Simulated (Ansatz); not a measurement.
Geometry optimisation, Ansatz 0.2.0, RKS PBE-D4/def2-SVP.

Input:

```yaml
crystal:
  periodic: [false, false, false]
  atoms:
    - { symbol: Zr, position_ang: [-0.15838, -0.248531, 0.129565] }
    - { symbol: O, position_ang: [-0.06756, -0.189349, 2.159921] }
    - { symbol: H, position_ang: [-0.653096, 0.172829, 2.843818] }
    - { symbol: O, position_ang: [1.63036, -0.394838, -0.603095] }
    - { symbol: H, position_ang: [2.436987, -0.667562, -1.055937] }
    - { symbol: O, position_ang: [-1.138277, 1.268857, -0.578147] }
    - { symbol: H, position_ang: [-1.717744, 1.797548, -1.141422] }
    - { symbol: O, position_ang: [-1.151067, -1.831137, -0.363327] }
    - { symbol: H, position_ang: [-1.586612, -2.688818, -0.451021] }
    - { symbol: H, position_ang: [1.323682, 2.176229, 1.243657] }
    - { symbol: H, position_ang: [1.056405, 1.655071, 1.668888] }
basis:
  gaussian: { orbitals: def2-SVP }
hamiltonian:
  xc: pbe
  dispersion: d4
relax:
  f_tol: 0.03
  max_steps: 50
```

Command:

```bash
$ ansatz run input.yaml --threads 4 --pin off --max-ram 5120MiB --backend cpu --events-out ev --progress --plain --runs-dir out
```

Task: Where does it end, and by what steps?

Result: The forces met the threshold. The force dipped under the threshold on the way, but the program's further checks kept it going. After 18 steps the energy has fallen by 0.171 eV; H10 moved furthest, 1.08 Å.

| step | energy less start (eV) | largest force component (eV/Å) | accepted |
| --- | --- | --- | --- |
| 0 | 0.0000 | 1.411 | yes |
| 1 | -0.1057 | 0.119 | yes |
| 2 | -0.1211 | 0.108 | yes |
| 3 | -0.1286 | 0.109 | yes |
| 4 | -0.1325 | 0.357 | yes |
| 5 | -0.1386 | 0.233 | yes |
| 6 | -0.1462 | 0.130 | yes |
| 7 | -0.1458 | 0.572 | no |
| 8 | -0.1536 | 0.128 | yes |
| 9 | -0.1629 | 0.079 | yes |
| 10 | -0.1270 | 1.711 | no |
| 11 | -0.1675 | 0.046 | yes |
| 12 | -0.1677 | 0.423 | yes |
| 13 | -0.1711 | 0.015 | yes |
| 14 | -0.1493 | 1.267 | no |
| 15 | -0.1688 | 0.412 | no |
| 16 | -0.1709 | 0.154 | no |
| 17 | -0.1713 | 0.030 | yes |
| 18 | -0.1713 | 0.012 | yes |

```xyz
11
Properties=species:S:1:pos:R:3
Zr -0.324 -0.400 -0.038
O -0.173 0.050 1.850
H -0.207 0.121 2.812
O 1.449 -0.590 -0.796
H 2.355 -0.627 -1.122
O -1.281 1.013 -0.955
H -1.723 1.738 -1.411
O -1.290 -2.068 -0.229
H -1.737 -2.896 -0.441
H 1.675 2.666 2.138
H 1.230 2.043 2.045
```

Whether the end is a true minimum wasn't checked by a vibrational analysis.

Run time: 14 s on 4 threads of INTEL(R) XEON(R) PLATINUM 8581C CPU @ 2.30GHz (Emerald Rapids), on a shared host, peak memory 0.18 GiB.
